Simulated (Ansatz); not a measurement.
A run for Ansatz (a quantum-chemistry and plane-wave program): R-PBE/def2-TZVPPD on CH4GeO (a complex), monomers drawn apart or pushed together. Files ending in .json are basis or fitting sets from the Basis Set Exchange.

Ansatz 0.2 input:
```yaml
crystal:
  periodic: [false, false, false]
  atoms:
    - {symbol: C, position_ang: [0.24740009, -0.55475324, 0.16938191]}
    - {symbol: O, position_ang: [0.25438942, -0.13741069, -0.87495369]}
    - {symbol: Ge, position_ang: [-0.15217219, 0.16506704, 4.30210852]}
    - {symbol: H, position_ang: [1.04812270, 0.89613232, 3.68306232]}
    - {symbol: H, position_ang: [-0.32431298, 0.61717115, 5.76139713]}
    - {symbol: H, position_ang: [0.08800682, -1.34989175, 4.25948330]}
    - {symbol: H, position_ang: [-1.42292416, 0.50920436, 3.51144887]}
basis:
  gaussian:
    orbitals: def2-TZVPPD.json
hamiltonian:
  xc: {name: PBE}
scf: {lower_state_search: off}
```

The log:

```
WARN ansatz: RAYON_NUM_THREADS=2 ignored (pool sized by the plan → 2); use --threads N
Functional definition: PBE
these checks for a lower state are left out or cut short: stability, starts, cluster_reference, orbital_swaps, neighbouring_geometries, increment
integrals: 0.09 GiB planned
967 factors; their error is unknown
mean field: 0.69 GiB planned
mean field evaluation 1: about -59652.2665 eV, gradient 4.5e1 eV
mean field evaluation 2: about -59643.9361 eV, gradient 8.5e1 eV
mean field evaluation 4: about -59655.3481 eV, gradient 3.7e0 eV
mean field evaluation 8: about -59655.3597 eV, gradient 2.8e-1 eV
mean field evaluation 16: about -59655.3514 eV, gradient 8.7e-5 eV
mean field -59655.35144735 eV, -2192.2937298407 hartree, gradient 7.9e-6 eV, S^2 0.000000; 0 other end points of the search recorded, 0 dependent functions left out
reference -59655.35149852 eV, -2192.2937317209 hartree; 25, 25 occupied and 174, 174 virtual orbitals, 967 factors
Total energy: -59655.35149852 eV, -2192.2937317209 hartree
Checks for a lower state left out: stability, starts, cluster_reference, orbital_swaps, neighbouring_geometries, increment
```

Self-consistency was reached.

Cost: roughly 1.8 core-seconds.
